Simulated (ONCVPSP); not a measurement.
# Before and after: ONCV potential for silicon (Si)

* Element: Si
* Generator: ONCVPSP 4.0.1
* Type: optimised norm-conserving Vanderbilt (ONCV)
* Functional: PBE
* Relativity: scalar-relativistic
* Frozen core: [Ne]
* Valence charge: 4
* Reference configuration: 3s2 3p2
* Partial waves: 3s: rc 1.55 bohr, ncon 3, nbas 6, qcut 4.5 1/bohr, 2 projectors, debl 1.4 Ha; 3p: rc 2.35 bohr, ncon 5, nbas 10, qcut 3.6 1/bohr, 1 projector; d scattering state at 0.33 Ha: rc 2.30 bohr, ncon 4, nbas 8, qcut 4.3 1/bohr, 3 projectors, debl 2.7 Ha
* Local potential: polynomial inside 1.35 bohr (lpopt 5, dvloc0 0 Ha)
* Core correction: Teter function, fcfact 4.5, rcfact 1.45

Change: s: nproj 1.

Cutoffs: the cutoffs (Ha) at which the residual kinetic energy of the hardest occupied pseudo-wave falls to 1 and 0.1 mHa per electron; they do not see the model core or the augmentation charge, which bear on the density cutoff. Errors are all-electron minus pseudo energies relative to the spin-unpolarised reference configuration.

**Question.** What does the change do?

**Answer.** The potential gets neither clearly harder nor softer (7.9 Ha and 10 Ha → 7.9 Ha and 10 Ha); of the 4 tests that both files solve, the error grows in 3 and shrinks in 1 by more than 15 % and 0.3 meV (median size 2.8 → 15.3 meV); the range in which the s phases agree narrows (upper end 2.8 → 0.2); neither file shows a bound ghost.

| quantity | base | changed |
| --- | --- | --- |
| cutoff, loose | 7.9 Ha | 7.9 Ha |
| cutoff, tight | 10 Ha | 10 Ha |
| bound ghosts | none | none |
| GHOST(+) flags under 300 eV | s at 83.4 eV | none |
| error for 3s2 3p1, meV [ΔE 7.74 eV] | +2.5 | +4.9 |
| error for 3s2 3p0, meV [ΔE 23.73 eV] | +3.1 | +26 |
| error for 3s1 3p0, meV [ΔE 57.70 eV] | -16 | +56 |
| error for 3s1 3p3, meV [ΔE 6.81 eV] | -0.6 | 0.0 |
| s: phases at 1.58 bohr within 0.05 rad from the reference energy up to (Ha; the scan ends near 5) | 2.8 | 0.2 |
| p: phases at 2.38 bohr within 0.05 rad from the reference energy up to (Ha; the scan ends near 5) | 1.1 | 1.1 |
| d: phases at 2.34 bohr within 0.05 rad from the reference energy up to (Ha; the scan ends near 5) | to the end of the scan | to the end of the scan |
| rms error of d²Exc/dni dnj with the model core, mHa | 0.85 | 0.85 |

Base: The cutoffs count occupied waves only; projector 2 of the d channel, the hardest unoccupied one, needs 50 Ha at the loose tolerance. Changed file: The cutoffs count occupied waves only; projector 2 of the d channel, the hardest unoccupied one, needs 50 Ha at the loose tolerance.
